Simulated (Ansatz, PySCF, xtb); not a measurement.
Pulling on the Ge1–H3 bond in ClGeH3 (SMILES [Cl][GeH3]) (multiplicity 1 held, fragments rigid). Energies count from the point at 1.533 Å.
Geometry at that point (charge 0, multiplicity 1):
```xyz
5

Ge    -0.6844     0.0316     0.0036
Cl     1.4882    -0.0688    -0.0077
H     -1.0696     1.4667    -0.3737
H     -1.1432    -0.3267     1.4217
H     -1.1862    -0.9829    -1.0303
```

Restricted levels (R-, RO-) in cc, def2 and unpolarised 6-31G sets keep to the state of the molecule at rest. U- levels take the lowest unrestricted solution at each point, which mixes spins at long bonds. Levels need not reach the same state.

Correlated levels freeze the cores. Filled d and f shells under p-block atoms count as core. Rows in 3-21G, LANL2DZ carry no dispersion term and start afresh at each structure; the Pople sets are all-electron and without relativity. LANL2DZ brings its own core potentials from Na on.

Run with Ansatz (an electronic-structure program) with Gaussian orbitals; PySCF for 3-21G rows, LANL2DZ rows; xtb for the GFN methods.  The GFN methods have no spin term and hold the electronic entropy of 300 K.

Problem. One of these levels gives 7.648 eV for the energy at R = 4.906 Å. Which one is it?
A) R-MP2/def2-TZVPP
B) GFN2-xTB
C) U-HF/LANL2DZ
D) R-HF/3-21G

Solution. D, R-HF/3-21G. The others give 4.016 (GFN2-xTB), 2.914 (U-HF/LANL2DZ), 5.034 (R-MP2/def2-TZVPP)

Doubts at one or more of the structures used: a restricted determinant that unrestricted orbitals would lower (R-HF/3-21G, R-MP2/def2-TZVPP); a spin-contaminated determinant (U-HF/LANL2DZ).
